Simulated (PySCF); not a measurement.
Computed shifts of a molecule C4H12Si2, PBE0/pcSseg-1 (PySCF), GIAO, gas phase, atoms alike by connectivity averaged where their shifts nearly agree, in ppm (number of nuclei): ¹³C: 26.8 (1), 14.8 (2), -9.1 (1). ²⁹Si: -37.3 (2). ¹H: 4.63 (2), 4.46 (2), 2.50 (1), 1.77 (1), 1.09 (2), 0.80 (2), 0.16 (2). References: ¹³C against TMS (σ = 186.3 ppm); ²⁹Si against TMS (σ = 352.7 ppm); ¹H against TMS (σ = 31.56 ppm), references at their B3LYP-D3(BJ)/def2-TZVP geometries, non-relativistic. Coordinates come from a ωB97X-D3(BJ)/def2-SVP optimisation. The values are those of a single conformer.

Problem. Which structure fits?
(A) C/C=C/[Si@H](C)[SiH3]
(B) CC/C=C/[SiH2][SiH3]
(C) C1C[SiH2]C[SiH2]C1
(D) C=CCC([SiH3])[SiH3]

Solution. C, C1C[SiH2]C[SiH2]C1
